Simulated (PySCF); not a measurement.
C2H8AlBO3, SMILES CB(C)[O][Al]([OH])[OH], GFN2-xTB optimised geometry.

```
15

B     -1.18     0.00     0.00
C     -1.98     1.38     0.00
C     -1.98    -1.38     0.02
O      0.15     0.00     0.00
Al     1.80     0.01    -0.13
O      2.79    -0.03     1.20
O      2.40     0.05    -1.67
H     -1.33     2.23     0.21
H     -2.43     1.55    -0.98
H     -2.79     1.39     0.72
H     -2.49    -1.51     0.97
H     -2.74    -1.40    -0.75
H     -1.32    -2.23    -0.13
H      2.73    -0.06     2.15
H      3.24     0.06    -2.12
```

Density from B3LYP/def2-TZVP in PySCF 2.14.0 at that geometry.

Minimum of the electron density along straight lines between bonded atoms, close to the bond critical point (lines longer than 1.1 times the sum of covalent radii, or with two minima, are not listed):

| bond | length / Å | ρ at the minimum / e bohr⁻³ | ∇²ρ there / e bohr⁻⁵ | position (fraction from the first atom) |
|---|---|---|---|---|
| B1–C2 | 1.594 | 0.184 | -0.37 | 0.33 |
| B1–C3 | 1.595 | 0.183 | -0.37 | 0.33 |
| B1–O4 | 1.328 | 0.217 | 1.16 | 0.34 |
| O4–Al5 | 1.660 | 0.116 | 0.91 | 0.57 |
| Al5–O6 | 1.657 | 0.117 | 0.92 | 0.43 |
| Al5–O7 | 1.652 | 0.119 | 0.94 | 0.43 |
| C2–H8 | 1.088 | 0.276 | -0.93 | 0.63 |
| C2–H9 | 1.088 | 0.272 | -0.90 | 0.63 |
| C2–H10 | 1.087 | 0.275 | -0.92 | 0.63 |
| C3–H11 | 1.088 | 0.272 | -0.90 | 0.63 |
| C3–H12 | 1.087 | 0.274 | -0.92 | 0.63 |
| C3–H13 | 1.087 | 0.276 | -0.93 | 0.63 |
| O6–H14 | 0.947 | 0.367 | -2.56 | 0.81 |
| O7–H15 | 0.947 | 0.367 | -2.56 | 0.81 |
